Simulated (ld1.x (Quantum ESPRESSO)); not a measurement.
# What the settings do to the TM semilocal potential of cadmium

Base potential:

cadmium, norm-conserving Troullier–Martins (semilocal form), made with ld1.x (Quantum ESPRESSO) 7.5 (LDA (PZ), scalar-relativistic). Core [Kr], reference 4d10 5s0 5p0 (charge +2). Waves: 5s (bound, empty): rc 2.10 bohr; 4d (bound): rc 1.75 bohr; 5p (bound, empty): rc 1.90 bohr. Local part: the p channel. Core correction: none.

All-electron outer shells of the reference configuration (LDA (PZ), scalar-relativistic, ld1.x):

```json
{"shell": "4p", "level (eV)": "-86.02", "outermost node (bohr)": "0.43", "outermost maximum (bohr)": "0.84"}
{"shell": "4d", "level (eV)": "-30.71", "outermost node (bohr)": "0.42", "outermost maximum (bohr)": "0.98"}
{"shell": "5s", "level (eV)": "-21.66", "outermost node (bohr)": "1.06", "outermost maximum (bohr)": "2.13"}
{"shell": "5p", "level (eV)": "-14.73", "outermost node (bohr)": "1.18", "outermost maximum (bohr)": "2.56"}
```

Cutoffs, loose and tight: the cutoffs (Ry, on a coarse ladder) from which the occupation-weighted sum of valence levels, in a spherical-Bessel basis at the reference potential, stays within 10 and 1 mRy of its value at 400 Ry. They do not see the model core or the augmentation charge, which bear on the density cutoff. Test errors are all-electron minus pseudo excitation energies from the reference, over the configurations 4d10 5s2 5p0; 4d10 5s1 5p0; 4d9 5s0 5p0; 4d10 5s0 5p1; 4d10 5s1.5 5p0; 4d9 5s2 5p1; 4d9 5s2 5p0 (two spin-polarised tests are not counted in the largest error). A dash means not determined; rows that change the core or the reference have their own tests.

A semilocal file is local in each channel, so a ghost entry of none says nothing of the separable form that plane-wave codes build from it.

```tsv
change	outcome	cutoff, loose	cutoff, tight	bound ghosts	largest test error (meV)
base	generated	70 Ry	110 Ry	none	-153
core correction a·sin(br)/r model core inside 0.78 bohr	generated	70 Ry	110 Ry	none	-222
core correction a·sin(br)/r model core inside 1.10 bohr	generated	70 Ry	110 Ry	none	-219
core correction a·sin(br)/r model core inside 1.30 bohr	generated	70 Ry	110 Ry	none	-213
core correction a·sin(br)/r model core inside 1.58 bohr	generated	70 Ry	110 Ry	none	-201
core correction a·sin(br)/r model core inside 1.80 bohr	generated	70 Ry	110 Ry	none	-194
core correction a·sin(br)/r model core inside 2.14 bohr	generated	70 Ry	110 Ry	none	-186
```
